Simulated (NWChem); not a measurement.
CH$_{6}$OSi; SMILES [SiH3]OC

Results from NWChem. Structure relaxed at the B3LYP/6-31G* (spherical d) level. Ions are spin-unrestricted doublets at the neutral geometry; other ion states weren't tried.

**Question.** Predict the results for PBE/def2-SVP. Quantities: vertical ionisation energy, ΔSCF (eV); −ε(HOMO) (eV).

**Answer.** 
```json
{
 "vertical ionisation energy, ΔSCF (eV)": "10.01",
 "−ε(HOMO) (eV)": "6.45"
}
```
